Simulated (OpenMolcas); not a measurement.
Computed levels of 5s² 5p³ in ions with 51 electrons, in cm-1 above ⁴S°_3/2.

```yaml
Program: OpenMolcas 26.06
Method: CASSCF
Basis: ANO-R2
Scalar_Hamiltonian: X2C, finite nucleus
Spin-orbit_coupling: state interaction with AMFI integrals over the reference wave functions, term energies averaged over their components
```

Active space for each ion: 3 electrons in 3 orbitals (5p).

```tsv
Level	Sb	Te+	Xe3+
²D°_3/2	12496	14494	17504
²D°_5/2	13448	16177	21235
²P°_1/2	22039	26356	33976
²P°_3/2	23355	28749	39706
```

Task: Estimate ²D°_3/2, ²D°_5/2 for I2+ from its neighbours Te+ and Xe3+.

Result: ²D°_3/2 is another term, which grows about linearly with the charge: (14494 + 17504) / 2 = 15999. The calculation gives 16107, so the estimate is off by -0.7 %.
²D°_5/2 is another term, which grows about linearly with the charge: (16177 + 21235) / 2 = 18706. The calculation gives 18728, so the estimate is off by -0.1 %.

With the s shell closed, the reference lacks s² → p² mixing. Only configurations of the active space appear.

° marks odd parity.
